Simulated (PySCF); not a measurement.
C₂H₉ClOSi₂, SMILES [SiH2](OCC)[SiH2]Cl. Geometry: B3LYP-D3(BJ)/def2-SVP. This is a generated structure with no PubChem entry under its InChIKey; it may be hypothetical. Other conformers were not sampled.

Computed equilibrium geometry at B3LYP-D3(BJ)/def2-SVP (PySCF confirms it by a frequency run) as bond lengths and angles, and its point group (one conformer of several):
point group Cs.
Atoms: C1 C2 O3 Si4 Si5 Cl6 H7 H8 H9 H10 H11 H12 H13 H14 H15. Bonds (Å): C1–C2 1.516, C1–H7 1.101, C1–H8 1.101, C1–H9 1.101, C2–O3 1.420, C2–H10 1.108, C2–H11 1.108, O3–Si4 1.670, Si4–Si5 2.341, Si4–H12 1.496, Si4–H13 1.496, Si5–Cl6 2.095, Si5–H14 1.489, Si5–H15 1.489. Bond angles (°): C2–C1–H7 110.4, C2–C1–H8 110.7, C2–C1–H9 110.4, H7–C1–H8 108.6, H7–C1–H9 108.1, H8–C1–H9 108.6, C1–C2–O3 109.3, C1–C2–H10 110.3, C1–C2–H11 110.3, O3–C2–H10 110.0, O3–C2–H11 110.0, H10–C2–H11 107.0, C2–O3–Si4 124.8, O3–Si4–Si5 105.9, O3–Si4–H12 111.3, O3–Si4–H13 111.3, Si5–Si4–H12 110.3, Si5–Si4–H13 110.3, H12–Si4–H13 107.7, Si4–Si5–Cl6 105.7, Si4–Si5–H14 112.5, Si4–Si5–H15 112.5, Cl6–Si5–H14 108.5, Cl6–Si5–H15 108.5, H14–Si5–H15 108.9.
